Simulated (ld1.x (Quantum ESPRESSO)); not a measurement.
Results of a calculation; reference values are marked as such.
## Pseudopotentials across the periodic table

Generated with ld1.x 7.5 (TM, RRKJ, ultrasoft, PAW), atompaw 4.2 or ONCVPSP 4.0.1. The cutoff is in Ry: for ld1.x and atompaw files where the sum of valence levels is converged to 10 mRy in a Bessel basis, for ONCV files where the hardest occupied wave has 1 mHa per electron of residual kinetic energy. The error is the largest all-electron minus pseudo excitation energy over each file’s own four to seven test configurations (ionisations up to +4, promotions, holes and added fractions of an electron), all of which were solved. The labels leave out finer settings (local radius, basis sizes, second energies), which also bear on the numbers. Spin-polarised tests are not counted. The rows are a selection from randomly drawn settings: files with unsolved tests, undetermined cutoffs or missed reference levels are left out.

A true bound ghost makes a file unfit for plane-wave use even where its test errors are small: the radial tests pick states by their node count and pass the ghost by.

```tsv
element	potential	cutoff (Ry)	largest error (meV)	bound ghosts
Co	RRKJ, LDA (PZ), scalar-relativistic, rc 2.20/2.95/0.90 (spd), local s, core correction yes, reference 3d7 4s2 4p0	200	-503	none
Co	PAW, Wu–Cohen, scalar-relativistic, rc 2.54/1.25/1.50 (spd), local smoothed, core correction yes, reference 3p6 3d7 4s1.5 4p0	70	-22	none
Ga	PAW, PBE, scalar-relativistic, rc 1.95/1.20/1.45 (spd), local smoothed, core correction yes, reference 3p6 3d10 4s2 4p1	90	+7.6	s
Ba	TM, LDA (PZ), scalar-relativistic, rc 3.85/4.20/3.90 (spd), local s, core correction no, reference 5d0 6s2 6p0	6	+275	none
Pb	TM, LDA (PZ), scalar-relativistic, rc 2.10/1.80/1.60 (spd), local s, core correction yes, reference 6s2 6p1	35	-436	p
```

Fill in the row for Ti: TM semilocal, PBEsol, scalar-relativistic, rc 2.70/3.20/1.65 (spd), local s, core correction yes, reference 3d2 4s1 4p1.

cutoff 70 Ry, largest error -400 meV, bound ghosts: none.

Fill in the row for O: ultrasoft, PBE, non-relativistic, rc 0.92/1.26 (sp), local smoothed, core correction yes, reference 2s2 2p3.

cutoff 45 Ry, largest error +432 meV, bound ghosts: none.
